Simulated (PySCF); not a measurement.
# Levels of Pr(40+) from EOM-EA-GCCSD

Reference: closed-shell Pr(41+), [Ar]; one electron is added. Calculated with PySCF 2.14, two-component X2C-1e with screened spin-orbit coupling, an uncontracted even-tempered set (18 s from 3.1 bohr⁻², ratio 2.6; 14 p from 4 bohr⁻², ratio 2.6; 5 d from 4.1 bohr⁻², ratio 2.8; 3 f from 68 bohr⁻², ratio 2.8); frozen [Ne]; the 62 highest virtual spinors dropped; of the others 50 kept and the rest restored at second order. No Breit or QED terms. Binding energies in eV.

```tsv
level	Koopmans
3d3/2	2935.9
3d5/2	2910.5
```

Problem. How does correlation move these levels?

Solution. 3d3/2: second order 2937.2, EOM-CCSD 2936.9; 3d5/2: second order 2911.6, EOM-CCSD 2911.3.

For comparison, the ionisation energy of Pr(40+) is 2941 ± 4 eV (theoretical estimate listed by NIST; NIST Atomic Spectra Database, ionization energies).

Only part of the computed levels is shown.
